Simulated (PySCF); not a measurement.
Telling isomers of C5H6ClN apart by NMR

Theoretical values (PySCF): structure optimised with GFN2-xTB, GIAO PBE0/pcSseg-1 shieldings. One conformer, isolated molecule, no relativistic terms, one averaged value for each set of equivalent atoms.

δ = σ(ref) − σ, references computed at the same level: 1H, 13C vs TMS. Where no couplings were computed, multiplicities follow the n + 1 count of equivalent neighbours, and m marks all less simple cases (inequivalent or close neighbours, rings, F or P nearby). Shifts are as computed. Against solution values, carbons near 30 ppm lie about +3 ppm off and those near 130 ppm about +5 ppm; carbons on Cl a further +6 ppm. Of 1211 compounds with measured shifts, 218 miss one by over three times the rms of a fit or turn the order of signals round; such compounds aren't used in these exercises. Carbons bonded to Cl come out too deshielded.

(1) Tabulate the signals of `N#C[C@H]1C[C@@H](Cl)C1`, `C[C@@H](Cl)/C=C\C#N` and their relative energies.

(2) What is the quickest way to tell N#C[C@H]1C[C@@H](Cl)C1 from C[C@@H](Cl)/C=C\C#N?

Answers

(1) 
```json
{"SMILES": "N#C[C@H]1C[C@@H](Cl)C1", "carbon types": "1×C 2×CH 2×CH2", "δC": "126.0, 53.8, 41.3, 14.9", "δH": "4.23 (m, 1H), 2.96 (m, 2H), 2.63 (m, 2H), 2.58 (m, 1H)", "E rel. (kcal/mol)": "2.0"}
{"SMILES": "C[C@@H](Cl)/C=C\\C#N", "carbon types": "1×C 3×CH 1×CH3", "δC": "163.8, 119.7, 105.2, 60.7, 26.6", "δH": "6.55 (m, 1H), 5.36 (d, 1H), 5.07 (m, 1H), 1.62 (d, 3H)", "E rel. (kcal/mol)": "0.0"}
```

Energies are electronic energies at PBE0/pcSseg-1 on these geometries, without zero-point or thermal terms, each for the one conformer computed, which needn't be the lowest.

(2) Count the carbon signals: 4 against 5. The first has an sp3 CH2 in a ring at 41.3 ppm, the second an alkene CH at 163.8 ppm. Their most deshielded carbons lie at 126.0 and 163.8 ppm. In the proton spectra the most deshielded non-exchanging signals are 4.23 (m, 1H) and 6.55 (m, 1H).
